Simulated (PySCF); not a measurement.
The same groups moved round the core (azulene silyl). Isolated molecules, 0 K electronic values unless said otherwise. Strings in code marks are SMILES.

The dipole moment from two functionals at the same geometries (PBE0-D3(BJ)/def2-SVP), both in PySCF: PBE-D3(BJ)/def2-TZVP and PBE0-D3(BJ)/def2-TZVP. 

```csv
species,PBE-D3(BJ)/def2-TZVP (D)
`[SiH3]c1cc2cccccc-2c1`,2.15
`[SiH3]c1ccc2cccc-2cc1`,0.13
`[SiH3]c1ccc2cccccc1-2`,2.13
`[SiH3]c1cccc2cccc-2c1`,0.83
`c1(ccccc2cccc-21)[SiH3]`,1.24
```

**Question.** What does PBE0-D3(BJ)/def2-TZVP give for each?

**Answer.** 
- `[SiH3]c1cc2cccccc-2c1`: 2.31
- `[SiH3]c1ccc2cccc-2cc1`: 0.07
- `[SiH3]c1ccc2cccccc1-2`: 2.27
- `[SiH3]c1cccc2cccc-2c1`: 0.83
- `c1(ccccc2cccc-21)[SiH3]`: 1.33
Over these rows, drawn at random from the members with no instability flagged (it was tested for open shells, ions and some series alone), PBE minus PBE0-D3(BJ): mean -0.06 D, from -0.16 D to +0.07 D.
